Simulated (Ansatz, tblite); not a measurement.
Isomers of Ta2O5⁺ (doublet), found by a short tight-binding search and relaxed with PBE-D4/def2-SVP in Ansatz.

In the def2 sets Ta takes a core potential; there is no spin–orbit coupling. The xTB rows come from tblite. Correlated methods freeze 5 core orbitals; core or outer-core shells of Ta are correlated, in sets that lack core-valence functions. In CCSD on the charge 1 doublet the largest single amplitude is 0.38, so its Hartree–Fock determinant may place the open shell otherwise than the density functionals do.

Run but left out: MP2/def2-SVP, MP2/def2-TZVP (C: ⟨S²⟩ 1.01 to 1.03, where a pure state has 0.75).

A: It holds 1 O–O bond. B: It holds 1 O–O bond. C: At CCSD(T)/def2-SVP, MP2/def2-TZVP the charge 1 doublet is spin-contaminated (final ⟨S²⟩ up to 1.03, 0.75 for a pure state). D: It holds 1 O–O bond.

Other spin states weren't relaxed.

A:

```xyz
7

Ta    0.140   -0.291   -2.083
Ta    0.223    0.287    0.781
O    -1.256   -1.251   -2.355
O     0.953   -1.003   -0.514
O    -0.437    0.191    2.587
O    -0.415    1.094   -0.898
O     0.792    0.973    2.482
```

B:

```tsv
atom	x (Å)	y (Å)	z (Å)
Ta1	0.573	0.928	-0.844
Ta2	0.214	-0.945	1.308
O3	-0.798	-2.032	0.451
O4	0.134	0.286	-2.367
O5	1.612	-0.459	0.098
O6	-0.603	0.856	1.303
O7	-1.132	1.365	0.050
```

C:

```xyz
7

Ta    0.699    0.067    0.821
Ta   -1.262    0.485   -1.362
O     0.604    0.517   -1.147
O     1.386    1.337    1.862
O     1.416   -1.517    1.340
O    -1.291    0.191    0.493
O    -1.553   -1.079   -2.006
```

D:

Cartesian coordinates in Å:
```
Ta 0.608 1.130 -0.621
Ta -0.060 -0.977 1.037
O -0.698 -2.233 0.050
O 0.220 0.669 -2.232
O -1.205 0.569 0.237
O -0.438 1.208 1.357
O 1.572 -0.365 0.172
```

Task: Estimate their order by electronic energy at ωB97X-V/def2-TZVP, counted from the lowest.

Result: C (0.00) < A (2.37) < B (3.14) < D (3.39), in eV.

Task: Do the other levels pick the same lowest one?

Result: Not GFN2-xTB. Energies above each level's lowest (eV):

| level | A | B | C | D |
| --- | --- | --- | --- | --- |
| GFN1-xTB | 0.33 | 1.05 | 0.00 | 1.08 |
| GFN2-xTB | 0.00 | 0.66 | 0.76 | 0.79 |
| HF/def2-SVP | 2.91 | 4.18 | 0.00 | 4.53 |
| HF/def2-TZVP | 2.90 | 4.23 | 0.00 | 4.61 |
| PBE-D4/def2-SVP | 2.37 | 2.65 | 0.00 | 3.26 |
| PBE-D4/def2-TZVP | 2.28 | 2.69 | 0.00 | 3.25 |
| BLYP-D4/def2-TZVP | 2.46 | 2.85 | 0.00 | 3.54 |
| r2SCAN-D4/def2-TZVP | 2.44 | 2.98 | 0.00 | 3.44 |
| r2SCANh-D4/def2-TZVP | 2.45 | 3.04 | 0.00 | 3.46 |
| PBE0-D4/def2-SVP | 2.41 | 2.85 | 0.00 | 3.32 |
| PBE0-D4/def2-TZVP | 2.34 | 2.91 | 0.00 | 3.33 |
| ωB97X-V/def2-TZVP | 2.37 | 3.14 | 0.00 | 3.39 |
| CCSD/def2-SVP | 2.66 | 3.40 | 0.00 | 3.73 |
| CCSD(T)/def2-SVP | 2.61 | 3.23 | 0.00 | 3.60 |
Point groups (tolerance 0.1 Å): A Cs, B not assigned, C Cs, D Cs. Lower isomers may exist.
